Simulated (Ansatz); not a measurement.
Li5Al5⁺, relaxed as a doublet with UKS PBE0-D4/def2-SVP in Ansatz, starting from the GFN2-xTB geometry. Force threshold 0.02 eV/Å.

The structure comes from a short search, and lower isomers may exist.

Start:

```xyz
10

Li   -1.141    2.057    1.757
Li   -1.790   -2.244    0.622
Li   -2.571    0.261    0.469
Li    1.666    0.188   -1.666
Li    2.900   -0.560    0.466
Al   -0.942   -0.808   -1.652
Al    0.801   -2.427   -0.380
Al    0.155   -0.175    0.575
Al   -0.554    1.733   -0.977
Al    1.475    1.975    0.785
```

```json
{"step": "1", "energy (eV)": "-33974.6116", "largest force component (eV/Å)": "1.351", "SCF passes": "76"}
{"step": "2", "energy (eV)": "-33975.3634", "largest force component (eV/Å)": "0.994", "SCF passes": "60"}
{"step": "3", "energy (eV)": "-33975.7521", "largest force component (eV/Å)": "0.271", "SCF passes": "42"}
{"step": "4", "energy (eV)": "-33976.0243", "largest force component (eV/Å)": "0.483", "SCF passes": "49"}
{"step": "5", "energy (eV)": "-33976.1060", "largest force component (eV/Å)": "0.184", "SCF passes": "41"}
{"step": "6", "energy (eV)": "-33976.2224", "largest force component (eV/Å)": "0.298", "SCF passes": "53"}
{"step": "7", "energy (eV)": "-33976.4040", "largest force component (eV/Å)": "0.260", "SCF passes": "50"}
{"step": "8", "energy (eV)": "-33976.5032", "largest force component (eV/Å)": "0.276", "SCF passes": "39"}
{"step": "9", "energy (eV)": "-33976.7029", "largest force component (eV/Å)": "1.076", "SCF passes": "89"}
{"step": "10", "energy (eV)": "-33977.2419", "largest force component (eV/Å)": "0.656", "SCF passes": "43"}
{"step": "11", "energy (eV)": "-33977.4948", "largest force component (eV/Å)": "0.187", "SCF passes": "37"}
{"step": "12", "energy (eV)": "-33977.6137", "largest force component (eV/Å)": "0.150", "SCF passes": "35"}
{"step": "13", "energy (eV)": "-33977.6958", "largest force component (eV/Å)": "0.085", "SCF passes": "35"}
{"step": "14", "energy (eV)": "-33977.7205", "largest force component (eV/Å)": "0.017", "SCF passes": "30"}
{"step": "15", "energy (eV)": "-33977.7211", "largest force component (eV/Å)": "0.010", "SCF passes": "32"}
```

Force components are those of the run's own axes.

End:

| atom | x (Å) | y (Å) | z (Å) |
| --- | --- | --- | --- |
| Li1 | -0.053 | 2.421 | 1.817 |
| Li2 | -0.861 | -2.872 | 0.423 |
| Li3 | -2.994 | 0.405 | 0.211 |
| Li4 | 1.098 | 0.538 | -2.681 |
| Li5 | 2.077 | -0.855 | 2.028 |
| Al6 | -1.082 | -0.800 | -1.487 |
| Al7 | 1.301 | -1.390 | -0.636 |
| Al8 | -0.467 | -0.229 | 1.138 |
| Al9 | -0.700 | 1.686 | -0.834 |
| Al10 | 1.680 | 1.095 | 0.021 |

Bonds lost: Li1–Li3, Li2–Li3, Li4–Li5, Li4–Al8 (atoms count from 1). Bonds formed: Al7–Al10 (atoms count from 1).

The force fell under the threshold at step 14, but the optimiser went on. No frequencies were taken in this run, so the end may be a saddle point.

It took 92 s on 4 threads of Arm Neoverse V2 on a shared host, peak host memory 0.66 GiB.
